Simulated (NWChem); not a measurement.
# Ionisation of C$_{2}$HCl$_{2}$

SMILES: [CH]=C(Cl)Cl
```xyz
5

C      1.5864     0.8213     0.0000
C      0.4091     0.2298     0.0000
Cl    -1.0912     1.1123     0.0000
Cl     0.2305    -1.5191     0.0000
H      2.6581     0.6090     0.0000
```
Charge 0, spin multiplicity 2.

All runs are NWChem calculations. The geometry was optimised at UPBE/def2-SVP, a minimum by its harmonic frequencies.

Basis set: def2-TZVP. The species with one electron less has spin multiplicity 3 and keeps the geometry of the parent. Δ marks differences of total energies (open shells unrestricted). −ε marks an orbital energy of the parent. That orbital need not have the symmetry of the hole or added electron in the Δ rows.

B3LYP has NWChem's definition, with VWN1-RPA local correlation. The structure started from a generated list of species. The unpaired electrons of the parent sit in orbitals of symmetry a' (Cs labels of the run); other states weren't searched. No SCF solution was tested for a lower state.

Order these methods by the first vertical ionisation energy they give, lowest first: −ε(beta HOMO) of PBE, −ε(beta HOMO) of B3LYP, ΔPBE, ΔB3LYP, ΔLC-wPBE (omega 0.3 per bohr).

−ε(beta HOMO) of PBE (6.44 eV), −ε(beta HOMO) of B3LYP (7.41 eV), ΔPBE (9.61 eV), ΔB3LYP (9.82 eV), ΔLC-wPBE (omega 0.3 per bohr) (9.98 eV)
